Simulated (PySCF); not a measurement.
A species of formula C5H4F2 has this rotational fingerprint, computed with PySCF, PBE0-D3(BJ)/def2-SVP geometry optimisation, gas phase:

| Item | Value |
| --- | --- |
| Rotational constants | A = 3737, B = 3144, C = 1726 MHz |
| Dipole components | \|μa\| = 2.50 D, \|μb\| = 0.00 D, \|μc\| = 0.00 D |
| Inertial defect | -3.14 u·Å² |
| κ | 0.41 |

Question: Which structure is it? (One computed conformer of each.)
A. `[F:1]/[CH:2]=[C:3](/[F:4])[C:5]1=[CH:6][CH2:7]1` with C2–C3–C5–C6 180°
B. `[CH2:1]=[C:2]1[CH:3]=[C:4]1[CH:5]([F:6])[F:7]` with C3–C4–C5–F6 -8°
C. `FC1=CCC=C1F`

Answer: C. It is FC1=CCC=C1F, an asymmetric top, point group C2v. The candidates at the same level (rigid rotor, commonest isotopes):

| SMILES | A (MHz) | B (MHz) | C (MHz) | μa (D) | μb (D) | μc (D) | Δ (u·Å²) | point group | rotor |
| --- | --- | --- | --- | --- | --- | --- | --- | --- | --- |
| C=C1C=C1C(F)F | 5736 | 1699 | 1368 | 0.12 | 1.42 | 0.90 | -16.12 | C1 | asymmetric top |
| FC1=CCC=C1F | 3737 | 3144 | 1726 | 2.50 | 0.00 | 0.00 | -3.14 | C2v | asymmetric top |
| F/C=C(/F)C1=CC1 | 3572 | 2422 | 1457 | 0.05 | 0.11 | 0.00 | -3.41 | Cs | asymmetric top |

`F/C=C(/F)C1=CC1` has B 23 % too low; `C=C1C=C1C(F)F` has A 53 % too high. In the right answer the symmetry axis of this C2v structure is a, so μb and μc vanish by symmetry. No structure here is proved a minimum.
